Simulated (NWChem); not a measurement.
System: C₂H₈OSi; SMILES C[SiH](C)O

Input file for NWChem:

```
start job
memory heap 200 mb stack 900 mb global 1100 mb
geometry units angstroms noautosym nocenter noautoz
  Si     0.100985    -0.000157     0.341544
  C     -0.844042    -1.544210    -0.189784
  C     -0.840098     1.546186    -0.190113
  O      1.675328    -0.002239    -0.237698
  H      0.274322    -0.000209     1.817832
  H     -0.990316    -1.585335    -1.276670
  H     -0.314544    -2.455288     0.111213
  H     -1.838410    -1.567300     0.274152
  H     -0.308238     2.455971     0.110633
  H     -0.986321     1.587423    -1.277001
  H     -1.834377     1.571948     0.273874
  H      1.779353    -0.002726    -1.199191
end
basis spherical
  * library 6-31g*
end
dft
  xc xpbe96 cpbe96
  iterations 150
end
cosmo
  do_cosmo_smd true
  solvent water
end
task dft energy
```

Parts of the log:

```
             Northwest Computational Chemistry Package (NWChem) 7.3.0
             --------------------------------------------------------

                             Geometry "geometry" -> ""
                             -------------------------

 Output coordinates in angstroms (scale by  1.889725989 to convert to a.u.)

  No.       Tag          Charge          X              Y              Z
 ---- ---------------- ---------- -------------- -------------- --------------
    1 Si                  14.0000     0.10098500    -0.00015700     0.34154400
    2 C                    6.0000    -0.84404200    -1.54421000    -0.18978400
    3 C                    6.0000    -0.84009800     1.54618600    -0.19011300
    4 O                    8.0000     1.67532800    -0.00223900    -0.23769800
    5 H                    1.0000     0.27432200    -0.00020900     1.81783200
    6 H                    1.0000    -0.99031600    -1.58533500    -1.27667000
    7 H                    1.0000    -0.31454400    -2.45528800     0.11121300
    8 H                    1.0000    -1.83841000    -1.56730000     0.27415200
    9 H                    1.0000    -0.30823800     2.45597100     0.11063300
   10 H                    1.0000    -0.98632100     1.58742300    -1.27700100
   11 H                    1.0000    -1.83437700     1.57194800     0.27387400
   12 H                    1.0000     1.77935300    -0.00272600    -1.19919100

 Effective nuclear repulsion energy (a.u.)     177.4121160502

  pbe96 is a nonlocal functional; adding pw91lda local functional.

                                 NWChem DFT Module
                                 -----------------

 Summary of "ao basis" -> "ao basis" (spherical)
 ------------------------------------------------------------------------------
       Tag                 Description            Shells   Functions and Types
 ---------------- ------------------------------  ------  ---------------------
 Si                          6-31g*                  8       18   4s3p1d
 C                           6-31g*                  6       14   3s2p1d
 O                           6-31g*                  6       14   3s2p1d
 H                           6-31g*                  2        2   2s

 in cosmo_initialize ...
 calling solv_data for solv:h2o

 solvent parameters
 solvname_short: h2o
 solvname_long:  water
 dielec:       78.4000
 dielecinf:     1.7769
 aqueous SMD model solvent descriptors
 dielec:       78.4000
 sola:          0.8200

          ---------------
          -cosmo- solvent
          ---------------
 Cosmo: York-Karplus, doi: 10.1021/jp992097l
 dielectric constant -eps-     =  78.40
 screen = (eps-1)/(eps    )    =   0.98724
 surface charge correction     = lagrangian

   van der Waals surface
 --------------------------

[...]

                                COSMO-SMD solvation results
                                ---------------------------

             internal energy in gas <Psi(g)|H|Psi(g)> =      -445.415726982356
         internal energy in solvent <Psi(s)|H|Psi(s)> =      -445.413870378566
                               delta internal energy  =         0.001856603789 (    1.17 kcal/mol)
   total free energy in solvent <Psi(s)|H+V/2|Psi(s)> =      -445.426897783159
 polarization energy contribution <Psi(s)|V/2|Psi(s)> =        -0.013027404593 (   -8.17 kcal/mol)
    total free energy in solvent including G(SMD-CDS) =      -445.420587941908
                       G(SMD-CDS) energy contribution =         0.006309841251 (    3.96 kcal/mol)
     1 M fixed-concentration free energy of solvation =        -0.004860959552 (   -3.05 kcal/mol)

                       DFT Final Molecular Orbital Analysis
                       ------------------------------------

 Vector   19  Occ=2.000000D+00  E=-2.921713D-01
              MO Center=  5.2D-01, -6.4D-04, -1.1D-01, r^2= 3.4D+00
   Bfn.  Coefficient  Atom+Function         Bfn.  Coefficient  Atom+Function
  ----- ------------  ---------------      ----- ------------  ---------------
    50      0.420454   4 O  py               54      0.306862   4 O  py
     8      0.268620   1 Si py               22     -0.223387   2 C  py
    36     -0.223409   3 C  py               12      0.128299   1 Si py
    66      0.120086   7 H  s                70     -0.120083   9 H  s
    26     -0.118792   2 C  py               40     -0.118825   3 C  py

 Vector   20  Occ=2.000000D+00  E=-2.633733D-01
              MO Center=  1.6D-01, -4.9D-04,  3.8D-01, r^2= 3.5D+00
   Bfn.  Coefficient  Atom+Function         Bfn.  Coefficient  Atom+Function
  ----- ------------  ---------------      ----- ------------  ---------------
    62      0.309019   5 H  s                49     -0.256479   4 O  px
     9      0.225399   1 Si pz                7      0.213771   1 Si px
    61      0.213318   5 H  s                53     -0.189835   4 O  px
    51     -0.155864   4 O  pz               21     -0.145428   2 C  px
    35     -0.145017   3 C  px               22     -0.140658   2 C  py

 Vector   21  Occ=2.000000D+00  E=-2.376869D-01
              MO Center=  3.0D-01, -3.3D-04, -1.3D-01, r^2= 3.4D+00
   Bfn.  Coefficient  Atom+Function         Bfn.  Coefficient  Atom+Function
  ----- ------------  ---------------      ----- ------------  ---------------
    50      0.428339   4 O  py               54      0.337527   4 O  py
    22      0.230197   2 C  py               36      0.230586   3 C  py
     8     -0.229051   1 Si py               26      0.160179   2 C  py
    40      0.160440   3 C  py               24      0.148984   2 C  s
    38     -0.149026   3 C  s                21      0.141643   2 C  px

 Vector   22  Occ=0.000000D+00  E= 2.313730D-02
              MO Center=  6.0D-01, -8.8D-04, -1.0D-01, r^2= 4.4D+00
   Bfn.  Coefficient  Atom+Function         Bfn.  Coefficient  Atom+Function
  ----- ------------  ---------------      ----- ------------  ---------------
    11      0.851431   1 Si px               52     -0.832533   4 O  s
    76      0.387558  12 H  s                13     -0.362493   1 Si pz
    68      0.326540   8 H  s                74      0.326537  11 H  s
     7      0.299140   1 Si px               10      0.288894   1 Si s
    53      0.179539   4 O  px               48     -0.174412   4 O  s

 Vector   23  Occ=0.000000D+00  E= 6.305200D-02
              MO Center= -8.2D-01,  3.3D-04, -1.8D-01, r^2= 5.7D+00
   Bfn.  Coefficient  Atom+Function         Bfn.  Coefficient  Atom+Function
  ----- ------------  ---------------      ----- ------------  ---------------
    24      1.442058   2 C  s                38      1.441185   3 C  s
    10     -1.069369   1 Si s                11      0.732637   1 Si px
    66     -0.484332   7 H  s                70     -0.484267   9 H  s
    64     -0.409723   6 H  s                72     -0.409383  10 H  s
    68     -0.368071   8 H  s                74     -0.367954  11 H  s

 Vector   24  Occ=0.000000D+00  E= 6.484119D-02
              MO Center=  1.2D-01,  4.0D-04,  3.8D-01, r^2= 5.5D+00
   Bfn.  Coefficient  Atom+Function         Bfn.  Coefficient  Atom+Function
  ----- ------------  ---------------      ----- ------------  ---------------
    12      1.308812   1 Si py               24      1.103401   2 C  s
    38     -1.104478   3 C  s                64     -0.399532   6 H  s
    72      0.399912  10 H  s                 8      0.257200   1 Si py
    54     -0.252375   4 O  py               25      0.207959   2 C  px
    39     -0.207654   3 C  px               50     -0.189928   4 O  py

     Multipole analysis of the density
     ---------------------------------

     L   x y z        total         alpha         beta         nuclear
     -   - - -        -----         -----         ----         -------
     0   0 0 0     -0.000000    -21.000000    -21.000000     42.000000

     1   1 0 0     -0.615956     -0.773836     -0.773836      0.931716
     1   0 1 0      0.000503      0.003814      0.003814     -0.007124
     1   0 0 1     -0.915760      0.075503      0.075503     -1.066765

     2   2 0 0    -26.175711    -90.292722    -90.292722    154.409734
     2   1 1 0      0.001362     -0.015005     -0.015005      0.031372
     2   1 0 1     -2.618863      0.422995      0.422995     -3.464853
     2   0 2 0    -24.408477   -102.681765   -102.681765    180.955054
     2   0 1 1      0.004257      0.006786      0.006786     -0.009316
     2   0 0 2    -23.051195    -30.623765    -30.623765     38.196335
```

Level: PBE/6-31G* (spherical d), SMD on the gas-phase geometry. All runs use the structure optimised with B3LYP/6-31G* (spherical d). Solvent: water.
